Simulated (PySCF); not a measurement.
## Ionisation and electron attachment of aluminum bromide

Parent: aluminum bromide, `[Br][Al]([Br])[Br]` (AlBr3). Numbering: `[Br:1][Al:2]([Br:3])[Br:4]`

Energies: ωB97X-D3(BJ)/ma-def2-TZVP (PySCF, density fitting, integration grid level 2) on PBE0-D3(BJ)/ma-def2-SVP structures. The prefix ma- adds one diffuse s and one diffuse p function on all atoms but H. Thermal corrections: PBE0-D3(BJ)/ma-def2-SVP frequencies, unscaled, ideal gas at 298.15 K and 1 bar, quasi-RRHO entropy.

Frontier levels of the parent: HOMO -11.05 eV, LUMO 0.03 eV.

Oxidation to the radical cation:
- Vertical ionisation energy (electronic): 11.15 eV
- Adiabatic ionisation energy (with zero-point energy): 10.60 eV
- Adiabatic, electronic part: 10.61 eV
- Vertical gap at the product's structure: 9.67 eV
- Inner reorganisation energy (four-point): 1475 meV
- Relaxation of product / of parent: 532 / 942 meV
- ⟨S²⟩ of the product: 0.758
- Largest spin populations: Br4 0.52, Br3 0.52
- Largest changes of atomic charge: Br4 0.37, Br3 0.37, Br1 0.17, Al2 0.09
- Distances that move most (Å): Br1–Al2 2.235 → 2.169; Al2–Br4 2.234 → 2.290; Al2–Br3 2.233 → 2.288

Reduction to the radical anion:
* Vertical electron affinity (electronic): 0.13 eV
* Adiabatic electron affinity (with zero-point energy): 1.55 eV
* Adiabatic, electronic part: 1.53 eV
* Vertical gap at the product's structure: 2.84 eV
* Inner reorganisation energy (four-point): 2714 meV
* Relaxation of product / of parent: 1401 / 1313 meV
* ⟨S²⟩ of the product: 0.752
* Largest spin populations: Al2 0.79
* Largest changes of atomic charge: Al2 -0.48, Br4 -0.17, Br1 -0.17, Br3 -0.17
* Distances that move most (Å): Al2–Br3 2.233 → 2.374; Al2–Br4 2.234 → 2.373; Br1–Al2 2.235 → 2.373

Measured values (NIST Chemistry WebBook, evaluated or the median of agreeing entries): vertical ionisation energy 10.91 eV (computed 11.15, difference 0.24); adiabatic ionisation energy 10.40 eV (computed 10.60, difference 0.20).

Caveats: spin-orbit coupling is left out of the energies, which matters for open shells on the heavier atoms; atoms from Ga to Kr are treated without relativity; Br1 and Br4 are equivalent in the parent, but the relaxed radical cation is symmetry-broken (D3h to C2v), as a Jahn-Teller-type distortion or an artefact of the method; its spin populations, distances and adiabatic value belong to that structure.

Run with `OMP_NUM_THREADS=1 python redox_run.py task.json out` on 1 thread of Arm Neoverse N1, a shared host. Structures, frequencies and single points: 40 min of wall time.
